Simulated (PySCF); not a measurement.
HfH3, SMILES [HfH3] (connectivity only; charge and spin as stated), neutral, multiplicity 2. Atoms are numbered in the order given.

```xyz
4

Hf     0.0000     0.0000     0.0000
H      1.8676     0.0000     0.0000
H     -0.9338     1.6174     0.0000
H     -0.9338    -1.6174     0.0000
```
Charge 0, spin multiplicity 2.

Geometry optimised at B3LYP-D3(BJ)/def2-TZVPD. A frequency run showed that this geometry is not a minimum. The spin state was assumed, not searched. The def2 effective core potentials stand for the cores of Hf; spin–orbit coupling is left out.

Calculation: TDA-PBE/def2-TZVPD (PySCF).

Vertical excitations; the highest root listed may be one member of a degenerate set. Gas-phase values at a fixed geometry.

| state | energy (eV) | λ (nm) | f | main pairs |
|---|---|---|---|---|
| root 1 | 1.06 | 1165 | 0.000 | α HOMO→LUMO (degenerate set) |
| root 2 | 1.06 | 1165 | 0.000 | α HOMO→LUMO+1 (degenerate set) |
| root 3 | 2.17 | 572 | 0.002 | α HOMO→LUMO+3 (degenerate set) |
| root 4 | 2.17 | 572 | 0.002 | α HOMO→LUMO+2 (degenerate set) |
| root 5 | 2.87 | 432 | 0.149 | α HOMO→LUMO+4 93 % |
| root 6 | 3.37 | 368 | 0.009 | α HOMO−1→LUMO+1 39 %, α HOMO−2→LUMO 39 %, β HOMO→LUMO+2 11 %, β HOMO−1→LUMO+1 11 % |
| root 7 | 3.46 | 359 | 0.000 | α HOMO−1→LUMO, α HOMO−2→LUMO+1 (degenerate set) |
| root 8 | 3.46 | 359 | 0.000 | α HOMO−2→LUMO+1, α HOMO−1→LUMO, β HOMO−1→LUMO+2, β HOMO→LUMO+1 (degenerate set) |
| root 9 | 3.46 | 359 | 0.000 | α HOMO−2→LUMO, α HOMO−1→LUMO+1, β HOMO−1→LUMO+1, β HOMO→LUMO+2 (degenerate set) |
| root 10 | 3.90 | 318 | 0.000 | β HOMO−1→LUMO+2 49 %, β HOMO→LUMO+1 49 % |
Unrestricted roots are not spin-pure.
